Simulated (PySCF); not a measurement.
# Spinor energies of In (indium, neutral)

Start: [Kr] 4d10 5s2 5p1; 5p1/2 filled at m_j = +1/2. Calculated with PySCF 2.14 in x2c-TZVPall-2c with one added diffuse shell each of s, p, d, f type (9s10p6d3f, 90 functions): generalised Hartree-Fock with the X2C-1e Hamiltonian and a Gaussian nucleus; one run each with spin-orbit coupling (SO) switched off, then screened by Boettger's factors.

| spinor shell | electrons | ε, spin-free (eV) | ε, screened SO (eV) | weight of nominal j (screened SO) | rms radius, screened SO (bohr) |
| --- | --- | --- | --- | --- | --- |
| 1s1/2 | 2 | -28081.6 | -28079.1 | 1.000 | 0.0340 |
| 2s1/2 | 2 | -4295.5 | -4294.7 | 1.000 | 0.139 |
| 2p1/2 | 2 | -3848.4 | -3994.4 | 1.000 | 0.120 |
| 2p3/2 | 4 | -3848.4 | -3781.3 | 1.000 | 0.125 |
| 3s1/2 | 2 | -854.18 | -853.86 | 1.000 | 0.371 |
| 3p1/2 | 2 | -704.12 | -731.27 | 1.000 | 0.365 |
| 3d3/2 | 4 | -471.79 | -476.34 | 1.000 | 0.350 |
| 3d5/2 | 6 | -471.79 | -468.36 | 1.000 | 0.353 |
| 4s1/2 | 2 | -144.37 | -144.19 | 1.000 | 0.907 |
| 4p1/2 | 2 | -97.334 | -102.04 | 1.000 | 0.971 |
| 4p3/2 | 4 | -97.334 | -94.949 | 1.000 | 1.00 |
| 4d3/2 | 4 | -27.533 | -27.974 | 1.000 | 1.27 |
| 4d5/2 | 6 | -27.533 | -26.975 | 1.000 | 1.28 |
| 5s1/2 | 2 | -10.839 | -10.753 | 0.996 | 2.94 |
| 5p1/2 | 1 | -5.511 | -5.700 | 0.983 | 3.94 |

(1) Where does 3p3/2 lie, and what is the 3p spin-orbit splitting (screened SO)?

| quantity | spin-free | screened SO |
| --- | --- | --- |
| E (hartree) | -5877.62337 | -5878.91276 |
| M_J | 1/2 | 1/2 |
| ⟨J²⟩ | 1.107 | 0.819 |
| ⟨L²⟩ | 2.053 | 2.068 |
| ⟨S²⟩ | 0.768 | 0.783 |

⟨J²⟩ departs a little from M_J(M_J + 1) because the unrestricted spinors polarise the closed shells.

Breit and QED terms are absent; they matter most for the inner s and p1/2 levels.

Densities and radii are taken from the X2C orbitals without a picture-change correction, which distorts them close to the nucleus.

Without spin-orbit coupling the j labels of p, d and f shells carry no meaning; the spin-free column gives the mean over the occupied spinors of each nl shell, and its ⟨J²⟩ belongs to a mixture of degenerate components.

Results:

(1) At -691.42 eV, 39.855 eV above 3p1/2.
